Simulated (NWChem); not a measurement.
All runs are NWChem calculations. System: C2H2Cl, charge 0, spin multiplicity 2, at a geometry optimised with UPBE0/def2-SVP. The structure started from a generated list of species. Its SCF solution wasn't tested for a lower state. Level: UPBE0/def2-SVP.

The NWChem input:

```
start mol
memory heap 200 mb stack 900 mb global 1100 mb
geometry units angstroms nocenter noautoz
  C      1.692043    -0.335244     0.000000
  C      0.436020    -0.701523     0.000000
  Cl    -0.893451     0.435913     0.000000
  H      2.317127     0.554312     0.000000
  H      0.103166    -1.744232     0.000000
  symmetry group Cs
end
basis spherical
  * library def2-svp
end
dft
  xc pbe0
  odft
  mult 2
  semidirect memsize 60000000 filesize 0
  iterations 100
end
task dft energy
```

Output (cleaned and shortened):

```
             Northwest Computational Chemistry Package (NWChem) 7.3.0
             --------------------------------------------------------

                                NWChem Input Module
                                -------------------

 Scaling coordinates for geometry "geometry" by  1.889725989
 (inverse scale =  0.529177249)

 Turning off AUTOSYM since
 SYMMETRY directive was detected!

                             Geometry "geometry" -> ""
                             -------------------------

 Output coordinates in angstroms (scale by  1.889725989 to convert to a.u.)

  No.       Tag          Charge          X              Y              Z
 ---- ---------------- ---------- -------------- -------------- --------------
    1 C                    6.0000     1.69204300    -0.33524400     0.00000000
    2 C                    6.0000     0.43602000    -0.70152300     0.00000000
    3 Cl                  17.0000    -0.89345100     0.43591300     0.00000000
    4 H                    1.0000     2.31712700     0.55431200     0.00000000
    5 H                    1.0000     0.10316600    -1.74423200     0.00000000

 Effective nuclear repulsion energy (a.u.)      80.8548558910

            Nuclear Dipole moment (a.u.)
            ----------------------------
        X                 Y               Z
 ---------------- ---------------- ----------------
     0.0000075589    -0.0000018897     0.0000000000

      Symmetry information
      --------------------

 Group name             Cs
 Group number              2
 Group order               2
 No. of unique centers     5

      Symmetry unique atoms

     1    2    3    4    5


 Summary of "ao basis" -> "" (spherical)
 ------------------------------------------------------------------------------
       Tag                 Description            Shells   Functions and Types
 ---------------- ------------------------------  ------  ---------------------
 *                          def2-svp                  on all atoms

                                 NWChem DFT Module
                                 -----------------
[...]
     9      0.671091  1 C  pz                23     -0.628165  2 C  pz
     6      0.442847  1 C  pz                20     -0.426154  2 C  pz
    41      0.226381  3 Cl pz                38      0.101355  3 Cl pz
    35      0.058845  3 Cl pz                43      0.049994  3 Cl d -1
    45      0.043592  3 Cl d  1              27     -0.030757  2 C  d  1

 Vector   18  Occ=0.000000D+00  E= 7.655872D-02  Symmetry=a'
              MO Center=  1.5D-02, -6.5D-01,  2.9D-16, r^2= 3.6D+00
   Bfn.  Coefficient  Atom+Function         Bfn.  Coefficient  Atom+Function
  ----- ------------  ---------------      ----- ------------  ---------------
    17      1.608053  2 C  s                 53     -1.206431  5 H  s
    32     -0.556389  3 Cl s                 40      0.516788  3 Cl py
    48     -0.516348  4 H  s                 39     -0.512660  3 Cl px
    21     -0.475428  2 C  px                 7      0.407892  1 C  px
    16      0.379731  2 C  s                 18     -0.365130  2 C  px

   alpha - beta orbital overlaps
   -----------------------------

   alpha      1      2      3      4      5      6      7      8      9     10
    beta      1      2      3      4      5      6      7      8      9     10
 overlap   1.000  1.000  1.000  1.000  0.998  1.000  0.998  0.999  0.993  0.992

   alpha     11     12     13     14     15     16     17     18     19     20
    beta     11     12     13     14     15     16     17     18     19     20
 overlap   0.994  0.981  0.998  0.994  0.994  0.967  0.993  0.968  0.975  0.994

   alpha     21     22     23     24     25     26     27     28     29     30
    beta     21     22     23     26     25     24     27     28     30     29
 overlap   0.998  0.992  0.994  0.763  0.802  0.986  0.986  0.964  0.995  0.998

   alpha     31     32     33     34     35     36     37     38     39     40
    beta     31     32     34     33     35     36     37     38     39     40
 overlap   0.999  0.986  0.990  1.000  0.996  0.997  1.000  0.998  0.999  1.000

   alpha     41     42     43     44     45     46     47     48     49     50
    beta     41     42     43     44     45     46     47     48     49     50
 overlap   1.000  0.995  0.991  0.984  0.989  0.994  0.986  0.997  0.993  0.998

   alpha     51     52     53     54     55     56
    beta     51     52     53     54     55     56
 overlap   0.992  0.994  1.000  0.997  0.998  1.000

     --------------------------
     Expectation value of S2:
     --------------------------
      <S2> =      0.7672 (Exact =     0.7500)

 center of mass
 --------------
 x =  -0.10123344 y =   0.04967032 z =   0.00000000

 moments of inertia (a.u.)
 ------------------
          61.539251351321          81.769284658939           0.000000000000
          81.769284658939         249.254318928151           0.000000000000
           0.000000000000           0.000000000000         310.793570279471

     Multipole analysis of the density
     ---------------------------------

     L   x y z        total         alpha         beta         nuclear
     -   - - -        -----         -----         ----         -------
     0   0 0 0     -0.000000    -16.000000    -15.000000     31.000000

     1   1 0 0      0.304094     -1.500478      1.804564      0.000008
     1   0 1 0     -0.129122      0.367260     -0.496380     -0.000002
     1   0 0 1     -0.000000     -0.000000     -0.000000      0.000000

     2   2 0 0    -17.169783    -82.068012    -68.191011    133.089240
     2   1 1 0      1.283951     21.887105     17.804441    -38.407595
     2   1 0 1      0.000000      0.000000     -0.000000      0.000000
     2   0 2 0    -16.813500    -27.910819    -25.352849     36.450167
     2   0 1 1     -0.000000     -0.000000     -0.000000      0.000000
     2   0 0 2    -19.193039     -9.956256     -9.236782      0.000000

 Task  times  cpu:        3.5s     wall:        3.5s

 Total times  cpu:        3.6s     wall:        3.6s
```
